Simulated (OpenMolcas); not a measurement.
A run on Ti2+ among 6 point charges of -1.5 e arranged as an octahedron (Oh), 1.84 Å from the ion.

| Item | Value |
| --- | --- |
| Program | OpenMolcas 26.06 |
| Method | CASSCF |
| Basis | ANO-RCC-VDZP [5s4p2d1f] |
| Scalar Hamiltonian | DKH2, point nucleus |
| Active space | 2 electrons in 5 orbitals (3d) |
| State averaging | 2S+1 = 3 even, 10 roots; 2S+1 = 1 even, 15 roots |
| Spin-orbit coupling | state interaction with AMFI integrals over the reference wave functions |

34 basis functions. Blocks (2S+1, parity, CSFs, roots kept): 3, even, 10, 10; 1, even, 15, 15.

**Question.** How long do the RASSCF and RASSI steps take on 1 thread of Intel(R) Xeon(R) Platinum 8375C CPU @ 2.90GHz (Ice Lake) (shared host)?

**Answer.** About 6.1 s of wall time, without the integral step.
